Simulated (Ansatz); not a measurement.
**Exact exchange and the vertical energy of the triplet above the singlet of C4H11As (tert-butylarsine)**

C4H11As: 16 atoms, total charge 0, spin state singlet. SMILES: `CC(C)(C)[AsH2]`. Geometry: relaxed at PBE0-D4/def2-TZVP. This is one conformer, not always the lowest.

The vertical energy of the triplet above the singlet y, in eV, basis 6-31G(d); a is the functional's share of exact exchange. Programs: Ansatz 0.2.0.

| functional | program | a | y (eV) |
| --- | --- | --- | --- |
| r2SCAN | Ansatz | 0 | 5.23 |
| BLYP | Ansatz | 0 | 5.28 |
| B3LYP | Ansatz | 0.2 | 5.38 |
| PBE0 | Ansatz | 0.25 | ? |
| BHLYP | Ansatz | 0.5 | 5.47 |

Task: Fit y = c + s·a to the known rows and predict PBE0.

Result: 
1. Means of the 4 rows: a = 0.1750, y = 5.340.
2. Σ(Δa)² = 0.1675, Σ(Δa·Δy) = 0.073, so the slope is 0.073/0.1675 = 0.43582.
3. Intercept: 5.340 − (0.43582) × 0.1750 = 5.264. The largest residual of the fit is 0.034.
4. PBE0: 5.264 + (0.43582) × 0.25 = 5.37 eV.

The run gave 5.28 eV, so the prediction is off by +0.09 eV, more than the largest residual. The rows mix families of semi-local functionals, which the line can't see.
